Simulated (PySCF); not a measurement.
**Correlation energy of B⁺ (boron, charge +1)**

[He] 2s1 3s1, high-spin 3S determinant (an excited configuration). Computed with PySCF 2.14 in aug-cc-pVQZ-DK (6s5p4d3f2g, 80 functions), with the spin-free X2C one-electron Hamiltonian (Gaussian nucleus). Frozen: 1s2; 2 electrons correlated.

With two correlated electrons CCSD is exact within the correlated space (frozen core and kept virtual orbitals).

```csv
level,correlation energy (mhartree)
CCSD,-8.42
```

Diagnostics: T1 = 0.012, D1 = 0.0240, largest double amplitude 0.076.

**Question.** Is a single reference adequate?

**Answer.** Mostly. T1 lies below 0.03, but a double amplitude of this size points to a near-degeneracy that CCSD handles and MP2 describes poorly.
